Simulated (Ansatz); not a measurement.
AsBF₃H₃, 8 atoms. Total charge 0; spin multiplicity 1. Correlated methods include outer-core shells of As, which these sets cover unevenly. Scalar relativity is left out up to krypton. The bonds changed during the relaxation, so this is another structure than the one it started from. All runs use 4 threads of a server CPU on a shared host. Correlated methods freeze the cores.

Question: How many basis functions does each run have, and how long does it take in Ansatz? RKS ωB97M-V/def2-TZVPP energy and forces; RKS ωB97M-V/def2-SVP energy; RKS PBE0-D4/def2-TZVP relaxation (6 steps); RHF-CCSD(T)/def2-SVP energy; RKS ωB97X-V/def2-TZVPP energy; RKS ωB97M-V/def2-QZVPP energy; direct RPA on PBE orbitals/def2-TZVPP energy; RKS PBE0-D4/def2-TZVP frequencies; RKS PBE0-D4/def2-SVP energy; RKS PBE0-D4/def2-QZVPP energy; RKS SPW92/def2-TZVPP energy; RHF-MP2/def2-QZVPP energy. (An estimate is asked.)

Answer: Ansatz gave: Other jobs shared the machine, so times are rough.

| level | job | functions | wall time | peak host memory (GiB) |
| --- | --- | --- | --- | --- |
| RKS PBE0-D4/def2-SVP | energy | 103 | 1.1 s | 0.21 |
| RKS SPW92/def2-TZVPP | energy | 214 | 1.1 s | 0.24 |
| direct RPA on PBE orbitals/def2-TZVPP | energy | 214 | 4.1 s | 0.43 |
| RKS ωB97M-V/def2-SVP | energy | 103 | 4.3 s | 0.31 |
| RHF-CCSD(T)/def2-SVP | energy | 103 | 7.5 s | 0.49 |
| RKS ωB97X-V/def2-TZVPP | energy | 214 | 7.5 s | 0.61 |
| RKS PBE0-D4/def2-QZVPP | energy | 407 | 7.5 s | 1.3 |
| RKS ωB97M-V/def2-TZVPP | energy and forces | 214 | 11 s | 0.7 |
| RKS ωB97M-V/def2-QZVPP | energy | 407 | 17 s | 1.6 |
| RHF-MP2/def2-QZVPP | energy | 407 | 20 s | 1.8 |
| RKS PBE0-D4/def2-TZVP | relaxation (6 steps) | 190 | 21 s | 0.48 |
| RKS PBE0-D4/def2-TZVP | frequencies | 190 | 100 s | 0.48 |
